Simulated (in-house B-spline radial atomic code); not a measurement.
Results of a calculation; reference values are marked as such.
**V in an electron gas of r_s = 3.6: phase shifts, screening and friction**

A nucleus sits in a uniform electron gas with a rigid positive background. The Kohn-Sham equations are solved self-consistently in the spin-unpolarised LDA (PW92), non-relativistic, on B-splines with outgoing waves at the boundary and partial waves to l = 8. The model has no lattice, no bands and no magnetic solution. Atomic units; δ_l are the phase shifts at the Fermi level, counted so that each bound state adds π, and good to about 0.0005. A narrow, partly filled d or f resonance in a thin gas would split by spin, so such rows rest on a solution that is probably unstable.

The density parameter is r_s = 3.6 bohr.

| l | δ_l (rad) |
| --- | --- |
| 0 | 9.7503 |
| 1 | 6.4306 |
| 2 | 1.4585 |
| 3 | -0.0283 |
| 4 | -0.0016 |
| 5 | -0.0002 |
| 6 | -0.0003 |
| 7 | -0.0003 |
| 8 | -0.0003 |

Bound levels below the band bottom (hartree): s -194.8, s -21.41, p -18.03, s -2.138, p -1.226.

(1) Check the Friedel sum rule, and say where the screening charge sits.

(2) Find the transport cross section and the electronic stopping of a 1 keV V ion (mass 50.94 u).

Answers

(1) k_F = (9π/4)^(1/3)/r_s = 0.53310. The rule is Z = (2/π) Σ (2l + 1) δ_l. The terms are s 6.207, p 12.282, d 4.643, f -0.126 and -0.019 beyond, in all 22.986 against Z = 23. Bound states hold 6 s, 12 p, 0 d electrons, so the scattering states carry 4.99 in all.

(2) σ_tr = (4π/k_F²) Σ (l + 1) sin²(δ_l − δ_(l+1)). The terms for l = 0 to 3 are 0.0314, 1.8681, 2.9789, 0.0029, all together 4.8812, so σ_tr = 44.217 × 4.8812 = 215.836 bohr². With n = 3/(4π r_s³) = 0.005117, the friction coefficient is Q = n k_F σ_tr = 0.5888. For v well below v_F = 0.533, dE/dx = Q v; with 24801 eV per u at v = 1, v = √(1000/(24801 × 50.94)) = 0.0281, so dE/dx = 0.01656 hartree/bohr = 8.52 eV/nm. The largest term couples the d and f waves.
